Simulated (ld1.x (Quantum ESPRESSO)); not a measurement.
iron (Fe): one change to a TM potential, before and after

ld1.x (Quantum ESPRESSO) 7.5 input, shortened:

```
&input
   title='Fe', zed=26., rel=1, dft='PZ', iswitch=3,
   config='[Ar] 3d6 4s1 4p0'
 /
 &inputp
   pseudotype=2, tm=.true., lloc=2,
   nlcc=.false.
 /
3
4S  1  0   1.00   0.00  1.70  1.70  0.0
3P  2  1   6.00   0.00  1.25  1.25  0.0
3D  3  2   6.00   0.00  1.35  1.35  0.0
 &test
   configts(1)='3p6 3d6 4s1 4p0'
 /
```

Change: all radii scaled by about 1.36 (s 2.32, p 1.70, d 1.84 bohr).

Cutoffs: the cutoffs (Ry, on a coarse ladder) from which the occupation-weighted sum of valence levels, in a spherical-Bessel basis at the reference potential, stays within 10 and 1 mRy of its value at 400 Ry; they do not see the model core or the augmentation charge, which bear on the density cutoff. Errors are all-electron minus pseudo energies relative to the spin-unpolarised reference configuration.

Problem. What does the change do?

Solution. The potential gets softer (140 Ry and 200 Ry → 80 Ry and 140 Ry); both files keep a bound ghost (s); of the 9 tests that both files solve, the error grows in 5 and shrinks in 3 by more than 15 % and 0.3 meV (median size 52.6 → 75.4 meV). A larger radius leaves more room for a smooth pseudo-wave, so fewer plane waves are needed.

| quantity | base | changed |
| --- | --- | --- |
| cutoff, loose | 140 Ry | 80 Ry |
| cutoff, tight | 200 Ry | 140 Ry |
| loose cutoff by channel (10 mRy a level) | s 21 Ry, p 60 Ry, d 110 Ry | s 12 Ry, p 50 Ry, d 70 Ry |
| bound ghosts | s | s |
| error for 3p6 3d6 4s2 4p0, meV [ΔE -8.98 eV] | +0.9 | +0.5 |
| error for 3p6 3d6 4s0 4p0, meV [ΔE 16.49 eV] | -6.6 | -6.3 |
| error for 3p6 3d5 4s0 4p0, meV [ΔE 51.02 eV] | +9.9 | -14 |
| error for 3p6 3d6 4s1 4p1, meV [ΔE -4.80 eV] | -65 | -335 |
| error for 3p6 3d6 4s0 4p1, meV [ΔE 5.13 eV] | -120 | -589 |
| error for 3p6 3d6.5 4s1.5 4p0, meV [ΔE -9.73 eV] | +6.4 | -8.3 |
| error for 3p6 3d7 4s0 4p0, meV [ΔE -2.12 eV] | -53 | -75 |
| error for 3p6 3d6 4s1 4p0 (spin-polarised), meV [ΔE -4.17 eV] | +778 | +612 |
| error for 3p6 3d6 4s2 4p0 (spin-polarised), meV [ΔE -12.37 eV] | +784 | +603 |

 A true bound ghost makes a file unfit for plane-wave use even where its test errors are small: the radial tests pick states by their node count and pass the ghost by.
